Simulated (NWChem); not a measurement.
AlH3O2; SMILES [OH][AlH][OH]

```xyz
6

Al    -0.3565    -0.1424    -0.2465
H     -1.5275    -0.9449    -0.9266
O     -0.1438     1.4779    -0.7004
H      0.5322     2.0648    -0.3584
O      0.6991    -0.8074     0.9104
H      0.6799    -1.7046     1.2450
```
Atoms are numbered in this order, from 1.

Structure relaxed at the PBE0/def2-SVP level.

Question: Give the principal values of the shielding tensors (ppm) of Al1, O3, O5 from PBE0/pcSseg-2, GIAO (NWChem), with their diamagnetic and paramagnetic parts as GIAO splits them.

Answer: 
```
atom    σ11    σ22    σ33  isotropic  diamagnetic  paramagnetic
----  -----  -----  -----  ---------  -----------  ------------
Al1   382.9  453.8  474.3      437.0        793.5        -356.5
O3    237.4  285.6  363.7      295.6        388.0         -92.5
O5    210.1  275.8  337.7      274.5        388.4        -113.9
```
